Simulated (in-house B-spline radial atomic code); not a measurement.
Whole-atom quantities along the 19-electron series, configuration [Ar] 3d1. Computed with an all-electron radial atomic-structure program (B-spline basis): non-relativistic Hartree-Fock, average of the configuration, point nuclei.

This level leaves out relativity, spin-orbit splitting included, which matters for heavy ions.

```json
{"ion": "Cu10+", "Z": "29", "E/Z² (Eh)": "-1.9038", "Σ<r²> (bohr²)": "4.8488", "n(0)/Z³ (bohr⁻³)": "0.68371", "Lamb diamagnetic shielding (ppm)": "2224.25", "repulsion over attraction": "0.11882"}
{"ion": "Zn11+", "Z": "30", "E/Z² (Eh)": "-1.921", "Σ<r²> (bohr²)": "4.373", "n(0)/Z³ (bohr⁻³)": "0.68529", "Lamb diamagnetic shielding (ppm)": "2313.14", "repulsion over attraction": "0.11554"}
{"ion": "Ga12+", "Z": "31", "E/Z² (Eh)": "-1.9372", "Σ<r²> (bohr²)": "3.9657", "n(0)/Z³ (bohr⁻³)": "0.68678", "Lamb diamagnetic shielding (ppm)": "2402.02", "repulsion over attraction": "0.11242"}
{"ion": "Ge13+", "Z": "32", "E/Z² (Eh)": "?", "Σ<r²> (bohr²)": "?", "n(0)/Z³ (bohr⁻³)": "?", "Lamb diamagnetic shielding (ppm)": "?", "repulsion over attraction": "?"}
{"ion": "As14+", "Z": "33", "E/Z² (Eh)": "?", "Σ<r²> (bohr²)": "?", "n(0)/Z³ (bohr⁻³)": "?", "Lamb diamagnetic shielding (ppm)": "?", "repulsion over attraction": "?"}
{"ion": "Se15+", "Z": "34", "E/Z² (Eh)": "-1.9811", "Σ<r²> (bohr²)": "3.0406", "n(0)/Z³ (bohr⁻³)": "0.69081", "Lamb diamagnetic shielding (ppm)": "2668.57", "repulsion over attraction": "0.10391"}
{"ion": "Br16+", "Z": "35", "E/Z² (Eh)": "-1.9943", "Σ<r²> (bohr²)": "2.8046", "n(0)/Z³ (bohr⁻³)": "0.69202", "Lamb diamagnetic shielding (ppm)": "2757.4", "repulsion over attraction": "0.10133"}
{"ion": "Kr17+", "Z": "36", "E/Z² (Eh)": "?", "Σ<r²> (bohr²)": "?", "n(0)/Z³ (bohr⁻³)": "?", "Lamb diamagnetic shielding (ppm)": "?", "repulsion over attraction": "?"}
{"ion": "Rb18+", "Z": "37", "E/Z² (Eh)": "-2.0188", "Σ<r²> (bohr²)": "2.4093", "n(0)/Z³ (bohr⁻³)": "0.69428", "Lamb diamagnetic shielding (ppm)": "2935.03", "repulsion over attraction": "0.096523"}
{"ion": "Sr19+", "Z": "38", "E/Z² (Eh)": "-2.0302", "Σ<r²> (bohr²)": "2.2427", "n(0)/Z³ (bohr⁻³)": "0.69533", "Lamb diamagnetic shielding (ppm)": "3023.84", "repulsion over attraction": "0.094276"}
{"ion": "Zr21+", "Z": "40", "E/Z² (Eh)": "-2.0514", "Σ<r²> (bohr²)": "1.9581", "n(0)/Z³ (bohr⁻³)": "0.6973", "Lamb diamagnetic shielding (ppm)": "3201.44", "repulsion over attraction": "0.090069"}
{"ion": "Nb22+", "Z": "41", "E/Z² (Eh)": "-2.0614", "Σ<r²> (bohr²)": "1.8359", "n(0)/Z³ (bohr⁻³)": "0.69822", "Lamb diamagnetic shielding (ppm)": "3290.23", "repulsion over attraction": "0.088097"}
{"ion": "Mo23+", "Z": "42", "E/Z² (Eh)": "-2.0709", "Σ<r²> (bohr²)": "1.7249", "n(0)/Z³ (bohr⁻³)": "0.6991", "Lamb diamagnetic shielding (ppm)": "3379.02", "repulsion over attraction": "0.086207"}
```

(1) Fill in the row of Ge13+.

(2) Fill in the row of As14+.

(3) Fill in the row of Kr17+.

(4) With what power of Z does the column «Σ<r²> (bohr²)» change over this range?

## Answers

(1) E/Z² (Eh): -1.9526; Σ<r²> (bohr²): 3.6142; n(0)/Z³ (bohr⁻³): 0.68819; Lamb diamagnetic shielding (ppm): 2490.88; repulsion over attraction: 0.10945.

(2) E/Z² (Eh): -1.9673; Σ<r²> (bohr²): 3.3084; n(0)/Z³ (bohr⁻³): 0.68953; Lamb diamagnetic shielding (ppm): 2579.73; repulsion over attraction: 0.10661.

(3) E/Z² (Eh): -2.0068; Σ<r²> (bohr²): 2.5955; n(0)/Z³ (bohr⁻³): 0.69318; Lamb diamagnetic shielding (ppm): 2846.22; repulsion over attraction: 0.098874.

(4) A fit of the logarithm of its size against log Z from Z = 29 to 42 has slope -2.78. Unscreened non-relativistic hydrogenic orbitals would give -2.
